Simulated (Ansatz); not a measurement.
Consider the ligand exchange at a Ge–O bond: `C[O][GeH2][OH]` + H–F → `[OH][GeH2][F]` + CH₃OH.

Gas-phase electronic energies from Ansatz, PBE0-D4/def2-TZVP geometries. CCSD(T)/CBS is the MP2 limit (def2-TZVPP, def2-QZVPP) plus CCSD(T) − MP2 in def2-TZVPP, frozen cores. This one scheme is used for every species. Functionals use def2-TZVPP. HSE06 is defined as in plane-wave codes. For Ge outer-core shells are correlated without core-valence functions, which leaves a few kJ/mol of doubt a bond. Scalar relativity is left out up to krypton. Each species was taken in one conformer, which may not be the lowest.

`C[O][GeH2][OH]`:

Z-matrix (Å, degrees):
```
C
O 1 1.407
H 1 1.098 2 112.0
H 1 1.092 2 108.1 3 -118.9
H 1 1.099 2 112.4 3 122.1
Ge 2 1.776 1 119.4 3 -72.7
O 6 1.764 2 105.5 1 -162.4
H 6 1.545 2 107.2 1 -42.3
H 6 1.534 2 112.1 1 83.2
H 7 0.960 6 112.2 2 49.5
```

H–F:

Z-matrix (Å, degrees):
```
F
H 1 0.920
```

`[OH][GeH2][F]`:

```xyz
6

O    -1.030    0.622    0.670
Ge    0.428   -0.077   -0.027
F     0.092   -1.745   -0.387
H    -1.761    0.681    0.050
H     0.785    0.559   -1.377
H     1.487   -0.040    1.070
```

CH₃OH:

Z-matrix (Å, degrees):
```
C
O 1 1.409
H 1 1.097 2 112.4
H 1 1.090 2 107.0 3 -118.5
H 1 1.097 2 112.4 3 123.0
H 2 0.959 1 108.5 3 -61.6
```

Task: Is it downhill or uphill in electronic energy at CCSD(T)/CBS, and by how much? (Best estimate.)

Result: The calculation gave: Downhill: ΔE = -32.4 kJ/mol.

Task: What do these levels give: r2SCAN-D4, BLYP, r2SCAN, HSE06, BHLYP, SCS-MP2/def2-TZVPP? (An estimate is asked.)

Result: Computed: r2SCAN-D4 -41.4, BLYP -49.7, r2SCAN -42.7, HSE06 -41.6, BHLYP -46.7, SCS-MP2/def2-TZVPP -35.5 kJ/mol.

Largest T1 diagnostic among the species: 0.012.

At CCSD(T), def2-SVP lies −9.9 kJ/mol from the extrapolated value and def2-TZVPP −1.0 kJ/mol. Leaving LDA and LC-ωPBE aside and taking each functional with its dispersion term where it has one, the values, not all of them listed here, spread over 7.6 kJ/mol, from B97M-V to revPBE-D4. LDA lies +8.5 kJ/mol from PBE without D4.
